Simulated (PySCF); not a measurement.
AlBrH₂O₂, SMILES [OH][Al]([OH])[Br].

Coordinates come from a r2SCAN-D4/def2-SVP optimisation. One conformer was computed; it need not be the lowest.

Calculation: PBE/def2-TZVPD (PySCF).

Gas-phase values at a fixed geometry.

Q: Estimate the frontier levels, gap, dipole moment and polarisability. (An estimate is asked for; the answer gives what the named calculation found.)

A: 
```yaml
highest_occupied_level: -7.34 eV
lowest_empty_level: -1.93 eV
orbital_gap: 5.41 eV
dipole_moment: 0.68 D
quadrupole, principal values (traceless, Buckingham form, about the centre of nuclear charge): -12.37, 2.11, 10.26 D·Å
mean_static_polarisability: 56.6 bohr³ (8.39 Å³)
polarisability_principal_values: 47.5, 55.7, 66.7 bohr³
```
